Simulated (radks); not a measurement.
Q: Species: Sc7+. Configuration: [Ne] 3s2 3p2. Calculated with a radial shooting solver on a logarithmic mesh with Libxc functionals: non-relativistic Kohn-Sham, PBEsol, spin-polarised, spherical densities, point nucleus; open shells are filled with parallel spins first. Some entries of the table are withheld. Estimate them.

orbital,occ.,eigenvalue (hartree),r(max) (bohr),<r> (bohr)
1s up,1,-165.6503,0.04840,0.07365
1s down,1,-165.6165,0.04839,0.07364
2s up,1,-22.21549,0.2854,0.3447
2s down,1,-22.18399,0.2855,0.3444
2p up,3,-19.26109,0.2322,0.3066
2p down,3,-19.21826,0.2325,0.3064
3s up,1,-6.24370,0.8813,0.9693
3s down,1,-6.06242,0.8813,0.9735
3p up,2,-5.41626,(1),0.9904
3p down,0,-5.23944,(2),0.9965

A: 
(1) 3p up r(max) (bohr): 0.8898
(2) 3p down r(max) (bohr): 0.8902
